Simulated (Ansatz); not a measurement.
Consider the redistribution: `F[SiH2][SiH2]S` + `O[Si@H](Cl)[Si@@H](O)F` → `O[SiH](F)[SiH2]S` + `O[SiH](F)[SiH2]Cl`.

Program: Ansatz. Geometries: PBE0-D4/def2-TZVP. ΔE: electronic, gas phase. CCSD(T)/CBS adds triple-zeta CCSD(T) − MP2 to the extrapolated MP2 energy (def2 sets, frozen cores). DFT in def2-TZVPP. B3LYP here is the variant with VWN-RPA as its local correlation; programs differ in this. Each species was taken in one conformer, which may not be the lowest.

Is it downhill or uphill in electronic energy at CCSD(T)/CBS, and by how much? (Best estimate.)

The calculation gave: Downhill: ΔE = -16.2 kJ/mol.

What do these levels give: r2SCAN-D4, PBE0-D4, B3LYP-D4, ωB97X-V, ωB97M-V, r2SCAN, PBE0, HF/def2-TZVPP, MP2/def2-TZVPP, CCSD(T)/def2-TZVPP, HF/CBS(def2), CCSD/CBS(def2)? (Estimate.)

Computed: r2SCAN-D4 -16.5, PBE0-D4 -16.5, B3LYP-D4 -15.1, ωB97X-V -15.7, ωB97M-V -16.6, r2SCAN -16.4, PBE0 -16.0, HF/def2-TZVPP -12.9, MP2/def2-TZVPP -15.7, CCSD(T)/def2-TZVPP -16.2, HF/CBS(def2) -12.7, CCSD/CBS(def2) -15.7 kJ/mol.

Largest T1 diagnostic among the species: 0.013.
